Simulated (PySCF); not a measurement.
Al⁺: ionisation energy

Al⁺ [Ne] 3s2 (1S) → Al²⁺ [Ne] 3s1 (2S), as a difference of total energies. Computed with PySCF 2.14 in aug-cc-pV(Q+d)Z (7s6p5d3f2g, 89 functions), with the non-relativistic Hamiltonian (point nucleus). Correlated levels: valence: [Ne] frozen. The calculations carry no spin-orbit coupling.

Question: Order these methods by the ionisation energy they give, lowest first.
A. MP2 (valence)
B. CCSD (valence)
C. SCS-MP2 (valence)
D. UHF

Answer: D (17.521 eV), A (18.314 eV), C (18.473 eV), B (18.615 eV).

Errors of the correlated levels include the incompleteness of this basis and the frozen core.

With two correlated electrons CCSD is exact in that space.

For comparison: 18.829 eV (measured; NIST Atomic Spectra Database, ionization energies).
